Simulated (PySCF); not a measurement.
Ionisation energy of Sn by level of theory

Sn [Kr] 4d10 5s2 5p2 (3P) → Sn+ [Kr] 4d10 5s2 5p1 (2P), as a difference of total energies. Computed with PySCF 2.14 in aug-cc-pVQZ-DK3, with scalar relativity by spin-free X2C-1e. Correlated levels: valence: [Kr] 4d10 frozen. The calculations carry no spin-orbit coupling.

```tsv
method	ionisation energy (eV)
UHF	6.850
MP2 (valence)	7.180
SCS-MP2 (valence)	7.115
CCSD (valence)	7.201
CCSD(T) (valence)	7.231
```

**Question.** How much does correlation contribute at CCSD(T) (valence)?

**Answer.** 7.231 − (6.850) = 0.381 eV, measured against UHF.

Errors of the correlated levels include the incompleteness of this basis and the frozen core.

For comparison: 7.389 eV (measured; NIST levels, between the centres of gravity of the two terms).
